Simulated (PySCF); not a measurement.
**In²⁺ (indium, charge +2) across methods**

[Kr] 4d10 5s1, 2S determinant. All numbers are calculated (PySCF 2.14, a scalar-relativistic core potential, in aug-cc-pVTZ-PP with ECP28MDF).

| method | E (hartree) | mean ε 4d α (eV) | mean ε 4d β (eV) | mean ε 5s α (eV) | Σ⟨r²⟩ (bohr²) | ⟨S²⟩ |
| --- | --- | --- | --- | --- | --- | --- |
| PBE | -189.2119 | -36.462 | -36.169 | -24.233 | 29.86 | 0.750 |
| PBE0 | -189.2198 | -38.938 | -38.659 | -25.040 | 29.79 | 0.750 |
| B3LYP | -189.2779 | -38.485 | -38.248 | -25.067 | 29.84 | 0.750 |
| M06 | -189.2766 | -39.018 | -38.890 | -25.085 | 29.71 | 0.750 |
| LDA | -188.8695 | -36.592 | -36.325 | -24.646 | 29.92 | 0.750 |
| UHF | -188.39359 | -45.283 | -45.047 | -26.763 | 29.92 | 0.751 |
| r2SCANh | -189.2707 | -37.926 | -37.619 | -24.821 | 29.69 | 0.751 |
| r2SCAN | -189.2814 | -36.996 | -36.674 | -24.496 | 29.69 | 0.751 |
| revPBE | -189.2729 | -36.402 | -36.106 | -24.111 | 29.84 | 0.751 |

Energies and moments cover only the electrons outside the core potential.
